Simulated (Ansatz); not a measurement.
```yaml
crystal:
  periodic: [false, false, false]
  atoms:
    - {symbol: C, position_ang: [-2.500317, 2.358665, -0.520446]}
    - {symbol: N, position_ang: [-1.307784, -0.022357, 1.144594]}
    - {symbol: Si, position_ang: [2.177638, -1.455484, 1.170657]}
    - {symbol: O, position_ang: [2.996986, -3.859767, -1.486904]}
    - {symbol: H, position_ang: [-3.608259, 1.620132, -2.586356]}
    - {symbol: H, position_ang: [-0.608108, 3.708987, -1.252281]}
    - {symbol: H, position_ang: [-3.951712, 3.874397, 0.650501]}
    - {symbol: H, position_ang: [-2.919144, -1.243002, 2.120471]}
    - {symbol: H, position_ang: [2.592761, -3.112723, 3.904701]}
    - {symbol: H, position_ang: [4.040131, 1.208640, 0.790614]}
    - {symbol: H, position_ang: [3.256858, -3.165778, -3.463060]}
basis:
  gaussian: {orbitals: def2-SVP}
hamiltonian: {xc: {name: HF}}
correlation: {method: mp2, electrons: outside_noble_gas}
output: {forces: true}
```

```sh
$ ansatz run in.yaml --threads 2 --pin off --events-out ev --progress --plain --max-ram 4352MiB
```

It prints (some lines left out):

```
Functional definition: HF
950 factors; integrals over basis functions are off by at most 8.6e-4 eV
mean field evaluation 1: about -12429.0046 eV, gradient 8.6e1 eV
mean field evaluation 2: about -12429.0430 eV, gradient 8.6e1 eV
mean field evaluation 4: about -12446.0276 eV, gradient 5.5e1 eV
mean field evaluation 8: about -12456.0450 eV, gradient 2.6e1 eV
mean field evaluation 16: about -12462.7195 eV, gradient 1.0e0 eV
mean field evaluation 32: about -12462.7512 eV, gradient 8.6e-2 eV
mean field evaluation 64: about -12463.0161 eV, gradient 7.4e-1 eV
mean field evaluation 96: about -12463.0396 eV, gradient 2.5e-1 eV
mean field evaluation 192: about -12463.0204 eV, gradient 3.4e-1 eV
mean field evaluation 224: about -12463.0164 eV, gradient 2.2e0 eV
mean field evaluation 256: about -12463.0070 eV, gradient 8.4e-1 eV
mean field evaluation 320: about -12462.7717 eV, gradient 3.7e-1 eV
mean field -12463.04111482 eV, -458.0083132170 hartree, gradient 4.8e-6 eV, S^2 0.000000; 24 other end points of the search recorded, 0 dependent functions left out; unrestricted orbitals would lower it
mean field evaluation 352: about -12485.8188 eV, gradient 7.2e-3 eV
unrestricted determinant -12485.81884422 eV, -458.8453793330 hartree, S^2 7.6280
8 core orbitals not correlated: weight in the atoms' cores, before any rotation towards them, 1.000 or more for the frozen orbitals, at most 0.000 for the correlated occupied ones
reference -12463.04111482 eV, -458.0083132170 hartree; 13, 13 occupied and 74, 74 virtual orbitals, 950 factors
second order -22.62085814 eV of doubles, -0.00000000 eV of singles
WARN: the method's energy lies above the unrestricted determinant's, so it is not that of the lowest state
Total energy: -12485.66197296 eV, -458.8396144208 hartree
Atom 0 at    -2.500317     2.358665    -0.520446 Å, force     0.663994     2.102100    -0.365990 eV/Å
Atom 1 at    -1.307784    -0.022357     1.144594 Å, force    -1.653606    -0.990504     0.905755 eV/Å
Atom 2 at     2.177638    -1.455484     1.170657 Å, force     0.925311     1.589934     1.076114 eV/Å
Atom 3 at     2.996986    -3.859767    -1.486904 Å, force     0.170123    -0.623187    -0.021506 eV/Å
Atom 4 at    -3.608259     1.620132    -2.586356 Å, force     0.181606     0.220465     0.425107 eV/Å
Atom 5 at    -0.608108     3.708987    -1.252281 Å, force    -2.411849    -1.232622     0.916593 eV/Å
Atom 6 at    -3.951712     3.874397     0.650501 Å, force     1.228243    -0.983789    -0.847973 eV/Å
Atom 7 at    -2.919144    -1.243002     2.120471 Å, force     1.662131     1.256340    -0.998811 eV/Å
Atom 8 at     2.592761    -3.112723     3.904701 Å, force     0.025044     0.781023    -1.005400 eV/Å
Atom 9 at     4.040131     1.208640     0.790614 Å, force    -1.073663    -1.990408     0.550641 eV/Å
Atom 10 at     3.256858    -3.165778    -3.463060 Å, force     0.282667    -0.129351    -0.634532 eV/Å
Dipole moment:    -0.721624    -1.605151    -3.864217 e Å
```

(1) Something in this input is off. What?

## Answers

(1) The geometry is stretched to more than twice its size. Self-consistency was reached. The result belongs to that input, not to the molecule as meant.
